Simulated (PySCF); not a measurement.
## ZnO at UHF

Level: UHF. PySCF, no relativity, basis sets Zn def2-SVPD, O def2-SVPD.

```json
{
  "state": "³Π (triplet), unpaired electrons σ ↑, π ↑",
  "bond length": "187.6 pm",
  "harmonic wavenumber": "580 cm⁻¹",
  "force constant": "2.54 mdyn/Å",
  "rotational constant Be": "0.3742 cm⁻¹",
  "anharmonicity ωexe": "4.76 cm⁻¹",
  "vibration–rotation constant αe": "0.00346 cm⁻¹",
  "well depth De to Zn + O": "0.65 eV",
  "dissociation energy D0": "0.62 eV",
  "bond order (Mayer)": "0.48",
  "dipole moment (positive dipole means Zn(−)O(+))": "-3.22 D"
}
```

Hartree–Fock leaves out correlation, which carries a large part of most bond energies and some tenths to 1 eV of ionisation energies. The state is the lowest determinant that a PBE0 search found; another state may lie lower at other levels.
